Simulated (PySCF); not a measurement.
Can point charges reproduce the dipole moment of `[SiH3]OC[SiH2]c1cccs1`?

Coordinates (GFN2-xTB, Å) and charges (e) from the PBE0/pcSseg-1 density (PySCF):

```json
{"atom": "Si1", "x": "-3.845", "y": "-0.235", "z": "-0.138", "Mulliken": "+0.7049", "IAO": "+0.8724", "Hirshfeld": "+0.3768", "ESP-fitted": "+0.5832"}
{"atom": "O2", "x": "-2.626", "y": "0.433", "z": "-0.957", "Mulliken": "-0.6348", "IAO": "-0.6377", "Hirshfeld": "-0.2264", "ESP-fitted": "-0.4102"}
{"atom": "C3", "x": "-1.249", "y": "0.167", "z": "-0.932", "Mulliken": "-0.1936", "IAO": "-0.3178", "Hirshfeld": "-0.0762", "ESP-fitted": "-0.1294"}
{"atom": "Si4", "x": "-0.420", "y": "0.730", "z": "0.694", "Mulliken": "+0.7340", "IAO": "+0.7483", "Hirshfeld": "+0.3187", "ESP-fitted": "+0.4430"}
{"atom": "C5", "x": "1.423", "y": "0.476", "z": "0.491", "Mulliken": "-0.5957", "IAO": "-0.4414", "Hirshfeld": "-0.1308", "ESP-fitted": "-0.3000"}
{"atom": "C6", "x": "2.142", "y": "-0.092", "z": "-0.521", "Mulliken": "-0.0522", "IAO": "-0.1703", "Hirshfeld": "-0.0692", "ESP-fitted": "+0.0441"}
{"atom": "C7", "x": "3.534", "y": "-0.108", "z": "-0.294", "Mulliken": "-0.0446", "IAO": "-0.1863", "Hirshfeld": "-0.0730", "ESP-fitted": "-0.2810"}
{"atom": "C8", "x": "3.868", "y": "0.452", "z": "0.897", "Mulliken": "-0.2709", "IAO": "-0.3116", "Hirshfeld": "-0.0784", "ESP-fitted": "-0.1977"}
{"atom": "S9", "x": "2.488", "y": "1.003", "z": "1.757", "Mulliken": "+0.2697", "IAO": "+0.3416", "Hirshfeld": "+0.1073", "ESP-fitted": "+0.0614"}
{"atom": "H10", "x": "-4.954", "y": "0.430", "z": "-0.803", "Mulliken": "-0.1128", "IAO": "-0.1285", "Hirshfeld": "-0.0762", "ESP-fitted": "-0.1112"}
{"atom": "H11", "x": "-3.862", "y": "-1.694", "z": "-0.298", "Mulliken": "-0.1309", "IAO": "-0.1595", "Hirshfeld": "-0.0857", "ESP-fitted": "-0.1234"}
{"atom": "H12", "x": "-3.766", "y": "0.056", "z": "1.297", "Mulliken": "-0.1238", "IAO": "-0.1588", "Hirshfeld": "-0.0842", "ESP-fitted": "-0.1288"}
{"atom": "H13", "x": "-1.085", "y": "-0.904", "z": "-1.101", "Mulliken": "+0.1247", "IAO": "+0.1318", "Hirshfeld": "+0.0374", "ESP-fitted": "+0.1029"}
{"atom": "H14", "x": "-0.819", "y": "0.698", "z": "-1.787", "Mulliken": "+0.1424", "IAO": "+0.1572", "Hirshfeld": "+0.0455", "ESP-fitted": "+0.1190"}
{"atom": "H15", "x": "-0.714", "y": "2.147", "z": "0.936", "Mulliken": "-0.0644", "IAO": "-0.1149", "Hirshfeld": "-0.0743", "ESP-fitted": "-0.0744"}
{"atom": "H16", "x": "-0.900", "y": "-0.088", "z": "1.815", "Mulliken": "-0.0679", "IAO": "-0.1216", "Hirshfeld": "-0.0779", "ESP-fitted": "-0.0867"}
{"atom": "H17", "x": "1.681", "y": "-0.491", "z": "-1.408", "Mulliken": "+0.0879", "IAO": "+0.1561", "Hirshfeld": "+0.0533", "ESP-fitted": "+0.0927"}
{"atom": "H18", "x": "4.250", "y": "-0.518", "z": "-0.984", "Mulliken": "+0.0959", "IAO": "+0.1651", "Hirshfeld": "+0.0571", "ESP-fitted": "+0.1892"}
{"atom": "H19", "x": "4.843", "y": "0.577", "z": "1.326", "Mulliken": "+0.1319", "IAO": "+0.1760", "Hirshfeld": "+0.0562", "ESP-fitted": "+0.2072"}
```

**Question.** Form Σ q r in debye for every column and set it beside the full dipole.

**Answer.** The full density gives (1.30, -0.92, -0.29) D, 1.62 D in size; dipole vectors point from the negative to the positive end.

```csv
scheme,μx,μy,μz,size (D),share of the full size (%),angle to the full dipole (°)
Mulliken,-0.12,-0.28,2.54,2.56,158,99
IAO,-0.08,-0.29,2.85,2.87,177,98
Hirshfeld,0.74,-0.06,0.75,1.05,65,62
ESP-fitted,1.30,-0.91,-0.26,1.61,99,1
```

**Question.** Which set comes closest?

**Answer.** Length of the difference vector: ESP-fitted 0.03 D, Hirshfeld 1.46 D, Mulliken 3.23 D, IAO 3.49 D. Closest: ESP-fitted. 

**Question.** What is left for the Hirshfeld atoms' own dipoles?

**Answer.** The Hirshfeld atoms' densities add up to the full density, so μ = Σ q r + Σ (atomic dipoles). The atomic dipoles sum to (1.30, -0.92, -0.29) − (0.74, -0.06, 0.75) = (0.56, -0.86, -1.04) D, 1.46 D in size.

**Question.** With the origin at the mean of the coordinates, (-0.001, 0.160, 0.000) Å, which are the largest single terms, by size, of the IAO dipole along the direction of the full one?

**Answer.** Si1 -11.92, O2 +6.42, C8 -4.17, H18 +3.16, H19 +2.89 D; all 19 atoms together -0.41 D. The single terms depend on the origin, their sum doesn't.

**Question.** Give the size of the full dipole in other units.

**Answer.** 1.62 D = 0.636 au = 0.337 e·Å = 5.39 × 10⁻³⁰ C·m.

The structure is a single GFN2-xTB conformer in the gas phase; no vibrational or solvent corrections.

These values come from a run that also computed NMR shieldings. The run took 86 s of wall time on an Arm Neoverse N1 with one thread, no GPU, shared host with 64 logical CPUs at a one-minute load of 62, and the process peaked at 0.94 GiB of memory.

Shape of the structure used: `[SiH3:1][O:2][CH2:3][SiH2:4][c:5]1[cH:6][cH:7][cH:8][s:9]1`: Si1–O2–C3–Si4 -70°, O2–C3–Si4–C5 -174°, C3–Si4–C5–C6 -5°.
